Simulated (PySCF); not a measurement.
Cl4Sn, SMILES [Cl][Sn]([Cl])([Cl])[Cl] (B3LYP/def2-SVP optimised geometry):

```
5

Cl     1.560    -1.102     0.000
Sn    -0.779    -1.102     0.000
Cl    -1.558    -2.204    -1.910
Cl    -1.559    -2.206     1.909
Cl    -1.560     1.102     0.000
```

Computed with B3LYP/def2-TZVP, def2 effective core potentials past Kr in PySCF.

Problem. What are the frontier orbital energies and the dipole moment?

Solution. HOMO-2 -9.46 eV, HOMO-1 -9.46 eV, HOMO -9.46 eV, LUMO -4.03 eV, LUMO+1 -0.64 eV; dipole moment 0.00 D.

On the same geometry PySCF with PBE/def2-TZVP, def2 effective core potentials past Kr gives HOMO-2 -8.30 eV, HOMO-1 -8.30 eV, HOMO -8.30 eV, LUMO -4.58 eV, LUMO+1 -1.26 eV; dipole moment 0.00 D.
